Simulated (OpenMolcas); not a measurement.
**Au V: input and output**

Input:

```
&GATEWAY
Coord
1

Au 0.0 0.0 0.0
Basis=ANO-RCC-VQZP
Group=XYZ
NoMove
AngMom=0.0 0.0 0.0
AMFI
&SEWARD
Relativistic=R03O02
* reference wave functions (RASSCF and RASSI steps not shown): 7 electrons in 5 orbitals (5d)
>>> COPY JOB001 $Project.JobIph
&CASPT2
Multistate=10 1 2 3 4 5 6 7 8 9 10
Frozen=14 16
IPEA=0.4
Imaginary=0.5
MaxIter=60
WThr=0.0 0.3 0.05
PrWF=0.5
NoMix
>>> COPY JOB002 $Project.JobIph
&CASPT2
Multistate=40 1 2 3 4 5 6 7 8 9 10 11 12 13 14 15 16 17 18 19 20 21 22
23 24 25 26 27 28 29 30 31 32 33 34 35 36 37 38 39 40
Frozen=14 16
IPEA=0.4
Imaginary=0.5
MaxIter=60
WThr=0.0 0.3 0.05
PrWF=0.5
NoMix
```

Launched by
```bash
OMP_NUM_THREADS=1 MOLCAS_MEM=2252 MOLCAS_PROJECT=a pymolcas a.inp > a.log  # once for each step of the input, in one work folder
```

Output, cut to the results:

```
--- CASPT2 ---
Orbital specifications:
      -----------------------

      Symmetry species                           1   2
                                                ag  au
      Frozen orbitals                           14  16
      Inactive orbitals                          1   3
      Active orbitals                            5   0
      Secondary orbitals                        37  44
      Deleted orbitals                           0   0
      Number of basis functions                 57  63
Type of calculation                        MS-CASPT2
      Fock operator                              state-specific
      IPEA shift                                 0.40
      Real shift                                 0.00
      Imaginary shift                            0.50
      The input orbitals will be transformed to quasi-canonical
Reference energy:      -19010.2614334138
      E2 (Non-variational):      -0.4200568599
      Shift correction:          -0.0024192241
      E2 (Variational):          -0.4224760839
      Total energy:          -19010.6839094978
      Residual norm:              0.0000003169
      Reference weight:           0.94663
      Contributions to the CASPT2 correlation energy
      Active & Virtual Only:         -0.1478758116
      One Inactive Excited:          -0.1925282405
      Two Inactive Excited:          -0.0796528078
Reference energy:      -19010.2614334138
      E2 (Non-variational):      -0.4201955443
      Shift correction:          -0.0024133385
      E2 (Variational):          -0.4226088828
      Total energy:          -19010.6840422966
      Residual norm:              0.0000002980
      Reference weight:           0.94661
      Contributions to the CASPT2 correlation energy
      Active & Virtual Only:         -0.1479827531
      One Inactive Excited:          -0.1925371162
      Two Inactive Excited:          -0.0796756751
::    CASPT2 Root  1     Total energy: -19010.68390950
::    CASPT2 Root  2     Total energy: -19010.68404230
::    CASPT2 Root  3     Total energy: -19010.68409567
::    CASPT2 Root  4     Total energy: -19010.68329907
::    CASPT2 Root  5     Total energy: -19010.68338201
::    CASPT2 Root  6     Total energy: -19010.68388971
::    CASPT2 Root  7     Total energy: -19010.68363129
::    CASPT2 Root  8     Total energy: -19010.63150217
::    CASPT2 Root  9     Total energy: -19010.63150209
::    CASPT2 Root 10     Total energy: -19010.63150216
::    MS-CASPT2 Root  1     Total energy: -19010.68533368
::    MS-CASPT2 Root  2     Total energy: -19010.68507730
::    MS-CASPT2 Root  3     Total energy: -19010.68446596
::    MS-CASPT2 Root  4     Total energy: -19010.68378015
::    MS-CASPT2 Root  5     Total energy: -19010.68321565
::    MS-CASPT2 Root  6     Total energy: -19010.68247829
::    MS-CASPT2 Root  7     Total energy: -19010.68204399
::    MS-CASPT2 Root  8     Total energy: -19010.63147944
::    MS-CASPT2 Root  9     Total energy: -19010.63146305
::    MS-CASPT2 Root 10     Total energy: -19010.63141846
--- CASPT2 ---
Orbital specifications:
      -----------------------

      Symmetry species                           1   2
                                                ag  au
      Frozen orbitals                           14  16
      Inactive orbitals                          1   3
      Active orbitals                            5   0
      Secondary orbitals                        37  44
      Deleted orbitals                           0   0
      Number of basis functions                 57  63
Type of calculation                        MS-CASPT2
      Fock operator                              state-specific
      IPEA shift                                 0.40
      Real shift                                 0.00
      Imaginary shift                            0.50
      The input orbitals will be transformed to quasi-canonical
Reference energy:      -19010.1881554288
      E2 (Non-variational):      -0.4280116166
      Shift correction:          -0.0025091977
      E2 (Variational):          -0.4305208143
      Total energy:          -19010.6186762431
      Residual norm:              0.0000001388
      Reference weight:           0.94516
      Contributions to the CASPT2 correlation energy
      Active & Virtual Only:         -0.1541728877
      One Inactive Excited:          -0.1932026163
      Two Inactive Excited:          -0.0806361126
Reference energy:      -19010.1881554288
      E2 (Non-variational):      -0.4282833126
      Shift correction:          -0.0025376675
      E2 (Variational):          -0.4308209801
      Total energy:          -19010.6189764089
      Residual norm:              0.0000001438
      Reference weight:           0.94502
      Contributions to the CASPT2 correlation energy
      Active & Virtual Only:         -0.1543085052
      One Inactive Excited:          -0.1933240732
      Two Inactive Excited:          -0.0806507341
::    CASPT2 Root  1     Total energy: -19010.61867624
::    CASPT2 Root  2     Total energy: -19010.61897641
::    CASPT2 Root  3     Total energy: -19010.61891332
::    CASPT2 Root  4     Total energy: -19010.61890178
::    CASPT2 Root  5     Total energy: -19010.61892709
::    CASPT2 Root  6     Total energy: -19010.61873464
::    CASPT2 Root  7     Total energy: -19010.61872497
::    CASPT2 Root  8     Total energy: -19010.61889087
::    CASPT2 Root  9     Total energy: -19010.61882292
::    CASPT2 Root 10     Total energy: -19010.59857458
::    CASPT2 Root 11     Total energy: -19010.59895097
::    CASPT2 Root 12     Total energy: -19010.59903166
::    CASPT2 Root 13     Total energy: -19010.59913735
::    CASPT2 Root 14     Total energy: -19010.60009383
::    CASPT2 Root 15     Total energy: -19010.59995014
::    CASPT2 Root 16     Total energy: -19010.60187518
::    CASPT2 Root 17     Total energy: -19010.60171180
::    CASPT2 Root 18     Total energy: -19010.59933628
::    CASPT2 Root 19     Total energy: -19010.59992952
...
```

Levels above the lowest, from the spin-orbit matrix with the multistate effective Hamiltonian, averaged by term, added to it:

```json
{"Configuration": "5d⁷", "Term": "⁴F", "J": "9/2", "E (cm⁻¹)": "0.0", "g": "1.292", "Term weight %": "82", "Second": "16 ²G"}
{"Configuration": "5d⁷", "Term": "²P", "J": "3/2", "E (cm⁻¹)": "11310", "g": "1.148", "Term weight %": "41", "Second": "22 ²D(1)"}
{"Configuration": "5d⁷", "Term": "⁴F", "J": "7/2", "E (cm⁻¹)": "11910", "g": "1.223", "Term weight %": "95", "Second": "4 ²G"}
{"Configuration": "5d⁷", "Term": "⁴F", "J": "5/2", "E (cm⁻¹)": "12810", "g": "1.168", "Term weight %": "51", "Second": "27 ²D(1)"}
{"Configuration": "5d⁷", "Term": "⁴F", "J": "3/2", "E (cm⁻¹)": "19410", "g": "0.923", "Term weight %": "51", "Second": "31 ⁴P"}
{"Configuration": "5d⁷", "Term": "⁴P", "J": "5/2", "E (cm⁻¹)": "20440", "g": "1.449", "Term weight %": "73", "Second": "25 ⁴F"}
{"Configuration": "5d⁷", "Term": "²G", "J": "9/2", "E (cm⁻¹)": "21920", "g": "1.089", "Term weight %": "55", "Second": "29 ²H"}
{"Configuration": "5d⁷", "Term": "⁴P", "J": "1/2", "E (cm⁻¹)": "24310", "g": "1.992", "Term weight %": "66", "Second": "34 ²P"}
{"Configuration": "5d⁷", "Term": "²H", "J": "11/2", "E (cm⁻¹)": "28880", "g": "1.091", "Term weight %": "100", "Second": ""}
{"Configuration": "5d⁷", "Term": "²G", "J": "7/2", "E (cm⁻¹)": "30110", "g": "0.941", "Term weight %": "80", "Second": "17 ²F"}
{"Configuration": "5d⁷", "Term": "⁴P", "J": "3/2", "E (cm⁻¹)": "34560", "g": "1.192", "Term weight %": "40", "Second": "23 ⁴F"}
{"Configuration": "5d⁷", "Term": "²D(1)", "J": "5/2", "E (cm⁻¹)": "35160", "g": "1.185", "Term weight %": "68", "Second": "23 ⁴F"}
{"Configuration": "5d⁷", "Term": "²F", "J": "5/2", "E (cm⁻¹)": "38770", "g": "0.908", "Term weight %": "86", "Second": "8 ²D(2)"}
{"Configuration": "5d⁷", "Term": "²P", "J": "1/2", "E (cm⁻¹)": "40090", "g": "1.344", "Term weight %": "66", "Second": "34 ⁴P"}
{"Configuration": "5d⁷", "Term": "²H", "J": "9/2", "E (cm⁻¹)": "41630", "g": "0.973", "Term weight %": "70", "Second": "28 ²G"}
{"Configuration": "5d⁷", "Term": "²F", "J": "7/2", "E (cm⁻¹)": "47240", "g": "1.106", "Term weight %": "82", "Second": "15 ²G"}
{"Configuration": "5d⁷", "Term": "²D(1)", "J": "3/2", "E (cm⁻¹)": "48190", "g": "0.975", "Term weight %": "34", "Second": "29 ²D(2)"}
{"Configuration": "5d⁷", "Term": "²D(2)", "J": "3/2", "E (cm⁻¹)": "64120", "g": "0.828", "Term weight %": "70", "Second": "19 ²D(1)"}
{"Configuration": "5d⁷", "Term": "²D(2)", "J": "5/2", "E (cm⁻¹)": "67320", "g": "1.178", "Term weight %": "87", "Second": "10 ²F"}
```

CASPT2 does not keep the components of a term degenerate, so their means are used; among the terms shown or strongly mixed into the levels shown the widest spread is 740 cm-1 (5d⁷ ²H). Levels of configurations outside the active space are missing.

The CASPT2 steps took 23 s on 1 thread of Intel(R) Xeon(R) 6975P-C (Granite Rapids), with other jobs on the host; the integral step is not counted.

The term weight is that of the spin-free term in the level, not the purity of its configuration. A number in round brackets counts repeated terms of one configuration in the order of the reference energies.
